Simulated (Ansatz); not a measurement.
Reaction (isomerisation): `C[SiH2][SiH](N)Cl` → `C[Si](N)([SiH3])Cl`

Gas-phase electronic energies from Ansatz, PBE0-D4/def2-TZVP geometries. CCSD(T)/CBS adds triple-zeta CCSD(T) − MP2 to the extrapolated MP2 energy (def2 sets, frozen cores). Functionals use def2-TZVPP. One conformer a species, not always the lowest.

`C[SiH2][SiH](N)Cl`:

Z-matrix (Å, degrees):
```
C
Si 1 1.873
H 1 1.092 2 110.9
H 1 1.092 2 110.2 3 120.3
H 1 1.092 2 110.8 3 -120.2
Si 2 2.338 1 111.3 3 -177.0
H 2 1.490 1 111.1 3 61.0
H 2 1.493 1 110.7 3 -58.2
Cl 6 2.092 2 105.7 1 41.6
N 6 1.706 2 110.0 1 165.6
H 6 1.484 2 115.6 1 -73.2
H 10 1.007 6 120.3 2 -45.1
H 10 1.008 6 120.7 2 168.2
```

`C[Si](N)([SiH3])Cl`:

Cartesian coordinates in Å:
```
C 1.407 1.013 0.600
Si 0.268 -0.379 0.129
N 0.682 -0.916 -1.441
Si -2.012 0.140 0.154
Cl 0.507 -1.854 1.594
H 2.447 0.677 0.575
H 1.294 1.851 -0.092
H 1.193 1.360 1.612
H 0.114 -1.608 -1.905
H 1.652 -1.021 -1.696
H -2.466 0.415 1.544
H -2.296 1.335 -0.688
H -2.788 -1.011 -0.385
```

```json
{"level": "BLYP-D4", "ΔE (kcal/mol)": "-2.4", "difference from CCSD(T)/CBS": "-0.1"}
{"level": "BHLYP-D4", "ΔE (kcal/mol)": "-2.4", "difference from CCSD(T)/CBS": "-0.1"}
{"level": "CAM-B3LYP-D4", "ΔE (kcal/mol)": "-2.4", "difference from CCSD(T)/CBS": "-0.1"}
{"level": "ωB97M-V", "ΔE (kcal/mol)": "-2.4", "difference from CCSD(T)/CBS": "-0.1"}
{"level": "PBE", "ΔE (kcal/mol)": "-1.9", "difference from CCSD(T)/CBS": "0.4"}
{"level": "BHLYP", "ΔE (kcal/mol)": "-1.9", "difference from CCSD(T)/CBS": "0.4"}
{"level": "RPA@PBE/def2-TZVPP", "ΔE (kcal/mol)": "-2.3", "difference from CCSD(T)/CBS": "0.0"}
{"level": "MP2/def2-SVP", "ΔE (kcal/mol)": "-2.6", "difference from CCSD(T)/CBS": "-0.3"}
{"level": "CCSD/def2-SVP", "ΔE (kcal/mol)": "-2.4", "difference from CCSD(T)/CBS": "-0.1"}
{"level": "SCS-MP2/def2-QZVPP", "ΔE (kcal/mol)": "-2.2", "difference from CCSD(T)/CBS": "0.1"}
{"level": "CCSD(T)/CBS", "ΔE (kcal/mol)": "-2.3", "difference from CCSD(T)/CBS": "0"}
```

Largest T1 diagnostic among the species: 0.011.

Leaving LDA and LC-ωPBE aside and taking each functional with its dispersion term where it has one, the values, not all of them listed here, spread over 0.6 kcal/mol, from B97M-V to B2PLYP.

CCSD(T)/CBS has its own doubt, a few kJ/mol and more with outer-core shells, so smaller differences from it don't rank the levels.
